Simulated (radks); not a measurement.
The numbers below are computed, except where a source is named.
The nitrogen anion N2-, [He] 2s2 2p5, held by a Watson sphere: a shell of charge +2.89 at radius R that stands for the Madelung well of a crystal (potential energy -2.89/R inside, -2.89/r outside, in hartree with lengths in bohr). Level of theory: scalar-relativistic Kohn-Sham, PBEsol, spin-polarised, spherical densities, finite nucleus; open shells are filled with parallel spins first; Fermi nuclear charge, rms radius of each element as measured or else 0.836 A^(1/3) + 0.57 fm (a radial shooting solver on a logarithmic mesh with Libxc functionals). Response by self-consistent Sternheimer equations with the Hartree and adiabatic LDA kernel, the relativistic mass of each level held fixed and spin-orbit coupling left out. The sphere does not respond.

R (bohr) = 1.93: e(2s down) (eV) -27.696; e(2p up) (eV) -17.378; e(2p down) (eV) -16.315; <r> 2p (bohr) 1.584; sum of <r^2> (bohr^2) 20.17; X-ray form factor at sin(theta)/lambda = 0.2 1/angstrom 5.210; alpha (bohr^3) 10.00
R (bohr) = 2.02: e(2s down) (eV) -27.007; e(2p up) (eV) -16.797; e(2p down) (eV) -15.753; <r> 2p (bohr) 1.615; sum of <r^2> (bohr^2) 20.89; X-ray form factor at sin(theta)/lambda = 0.2 1/angstrom 5.144; alpha (bohr^3) 10.95
R (bohr) = 2.27: e(2s down) (eV) -25.265; e(2p up) (eV) -15.306; e(2p down) (eV) -14.308; <r> 2p (bohr) 1.698; sum of <r^2> (bohr^2) 22.86; X-ray form factor at sin(theta)/lambda = 0.2 1/angstrom 4.986; alpha (bohr^3) 14.00
R (bohr) = 2.51: e(2s down) (eV) -23.811; e(2p up) (eV) -14.036; e(2p down) (eV) -13.071; <r> 2p (bohr) 1.775; sum of <r^2> (bohr^2) 24.73; X-ray form factor at sin(theta)/lambda = 0.2 1/angstrom 4.867; alpha (bohr^3) 17.61
R (bohr) = 2.59: e(2s down) (eV) -23.370; e(2p up) (eV) -13.644; e(2p down) (eV) -12.689; <r> 2p (bohr) 1.800; sum of <r^2> (bohr^2) 25.35; X-ray form factor at sin(theta)/lambda = 0.2 1/angstrom 4.833; alpha (bohr^3) 18.99
R (bohr) = 2.95: e(2s down) (eV) -21.625; e(2p up) (eV) -12.067; e(2p down) (eV) -11.146; <r> 2p (bohr) 1.913; sum of <r^2> (bohr^2) 28.14; X-ray form factor at sin(theta)/lambda = 0.2 1/angstrom 4.714; alpha (bohr^3) 26.45
R (bohr) = 3.14: e(2s down) (eV) -20.842; e(2p up) (eV) -11.343; e(2p down) (eV) -10.435; <r> 2p (bohr) 1.973; sum of <r^2> (bohr^2) 29.62; X-ray form factor at sin(theta)/lambda = 0.2 1/angstrom 4.669; alpha (bohr^3) 31.38
R (bohr) = 3.63: e(2s down) (eV) -19.175; e(2p up) (eV) -9.773; e(2p down) (eV) -8.882; <r> 2p (bohr) 2.132; sum of <r^2> (bohr^2) 33.55; X-ray form factor at sin(theta)/lambda = 0.2 1/angstrom 4.595; alpha (bohr^3) 48.26
R (bohr) = 3.76: e(2s down) (eV) -18.804; e(2p up) (eV) -9.419; e(2p down) (eV) -8.528; <r> 2p (bohr) 2.177; sum of <r^2> (bohr^2) 34.63; X-ray form factor at sin(theta)/lambda = 0.2 1/angstrom 4.583; alpha (bohr^3) 53.99
